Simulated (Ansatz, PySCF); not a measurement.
Breaking the C3–H7 bond in C2H4Si (SMILES C#C[SiH3]) (multiplicity 1 held, fragments rigid). Energies count from the point at 1.064 Å.
Geometry at that point (charge 0, multiplicity 1):
```
atom    x (Å)    y (Å)    z (Å)
----  -------  -------  -------
Si    -0.9456  -0.0781  -0.4697
C      0.6846   0.0566   0.3401
C      1.7613   0.1455   0.8750
H     -1.0538   0.9501  -1.5267
H     -1.0849  -1.4224  -1.0694
H     -2.0102   0.1295   0.5351
H      2.7115   0.2240   1.3470
```

R- and RO- levels are restricted; in cc, def2 and unpolarised 6-31G sets they are followed outwards from rest. Left out are points that failed, MP2 points in a non-variational dive below the minimum, coupled-cluster points behind a sign of a changed root (a jump of the amplitudes, or a one-step jump against full CI or MRCI), small-basis points behind a change of solution, and semi-empirical points at long bonds.

Correlated levels freeze the cores. Rows in 6-31G* carry no dispersion term and start afresh at each structure (6-31G* with six Cartesian d functions).

Programs: Ansatz (Gaussian orbitals); PySCF for 6-31G* rows. 

Energies in kcal/mol.

```csv
R (Å),R-HF/cc-pV(T+d)Z,R-BP86/6-31G*,R-wB97X-V/cc-pV(T+d)Z,R-MP2/cc-pV(T+d)Z,R-SCS-MP2/cc-pV(T+d)Z,R-CCSD/cc-pV(T+d)Z
0.851,31.0,35.5,32.9,32.0,32.1,32.0
0.957,?,7.8,6.7,6.3,6.4,6.3
1.064,0.0,0.0,0.0,0.0,0.0,0.0
1.170,5.3,3.2,4.1,4.4,4.4,4.4
1.277,16.6,12.3,14.0,14.6,14.5,14.4
1.436,38.9,30.9,34.1,34.8,34.6,34.2
1.596,63.0,50.9,56.0,56.4,56.0,55.2
1.862,101.3,81.6,90.7,89.6,88.9,86.7
2.128,134.3,106.8,120.4,116.6,115.3,110.9
2.447,?,129.5,148.8,139.8,137.7,129.7
2.872,197.9,149.5,176.5,157.4,153.6,141.9
3.404,224.3,left out,199.6,162.7,155.9,147.0
```

Fill in the missing entries.


- 0.957, R-HF/cc-pV(T+d)Z: 5.7
- 2.447, R-HF/cc-pV(T+d)Z: 166.3

Doubts at one or more of the structures used: a restricted determinant that unrestricted orbitals would lower (R-HF/cc-pV(T+d)Z, R-BP86/6-31G*, R-wB97X-V/cc-pV(T+d)Z, R-MP2/cc-pV(T+d)Z, R-SCS-MP2/cc-pV(T+d)Z, R-CCSD/cc-pV(T+d)Z); other coupled-cluster roots lie near (R-CCSD/cc-pV(T+d)Z); T1 above 0.05 (R-CCSD/cc-pV(T+d)Z).

Ansatz is an electronic-structure program.
